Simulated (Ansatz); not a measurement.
Relaxation of BrH$_{3}$SSi$_{2}$ (7 atoms, charge 0, multiplicity 1), to a largest force component of 0.02 eV/Å in at most 50 steps.

The calculation used RKS B3LYP-D4/def2-SVP in Ansatz.

```xyz
7
Properties=species:S:1:pos:R:3:forces:R:3
Br -2.590 0.901 -0.150 -1.98 0.60 -0.07
Si -0.608 0.442 -0.789 0.99 1.28 -1.15
Si 0.820 -0.136 0.775 3.79 1.60 1.29
S -0.120 -1.604 -0.370 -2.25 -3.56 0.06
H -0.210 0.763 -2.203 -0.40 0.12 0.30
H 0.436 -0.227 2.212 -0.94 -0.04 0.19
H 0.379 -2.886 -0.480 0.79 0.00 -0.61
```

Where does it end, and by what steps?

The run converged. After 11 steps the energy has fallen by 2.308 eV; H7 moved furthest, 0.82 Å.

```json
{"step": "0", "energy less start (eV)": "0.0000", "largest force component (eV/Å)": "3.792", "accepted": "yes"}
{"step": "1", "energy less start (eV)": "-1.2858", "largest force component (eV/Å)": "2.423", "accepted": "yes"}
{"step": "2", "energy less start (eV)": "-1.7732", "largest force component (eV/Å)": "1.787", "accepted": "yes"}
{"step": "3", "energy less start (eV)": "-2.0255", "largest force component (eV/Å)": "1.287", "accepted": "yes"}
{"step": "4", "energy less start (eV)": "-2.1753", "largest force component (eV/Å)": "0.961", "accepted": "yes"}
{"step": "5", "energy less start (eV)": "-2.2635", "largest force component (eV/Å)": "0.824", "accepted": "yes"}
{"step": "6", "energy less start (eV)": "-2.2916", "largest force component (eV/Å)": "0.649", "accepted": "yes"}
{"step": "7", "energy less start (eV)": "-2.2866", "largest force component (eV/Å)": "0.249", "accepted": "no"}
{"step": "8", "energy less start (eV)": "-2.3037", "largest force component (eV/Å)": "0.218", "accepted": "yes"}
{"step": "9", "energy less start (eV)": "-2.2910", "largest force component (eV/Å)": "0.192", "accepted": "no"}
{"step": "10", "energy less start (eV)": "-2.3078", "largest force component (eV/Å)": "0.068", "accepted": "yes"}
{"step": "11", "energy less start (eV)": "-2.3083", "largest force component (eV/Å)": "0.017", "accepted": "yes"}
```

```xyz
7
Properties=species:S:1:pos:R:3
Br -2.554 1.027 -0.207
Si -0.463 0.317 -0.602
Si 1.213 -0.185 0.946
S -0.347 -1.902 -0.015
H -0.304 0.300 -2.084
H 0.129 -0.008 2.009
H 0.434 -2.297 -1.050
```

Whether the end is a true minimum wasn't checked by a vibrational analysis.

The run took 22 s on 2 threads of Intel(R) Xeon(R) 6975P-C (Granite Rapids) (shared host), peak memory 0.26 GiB.
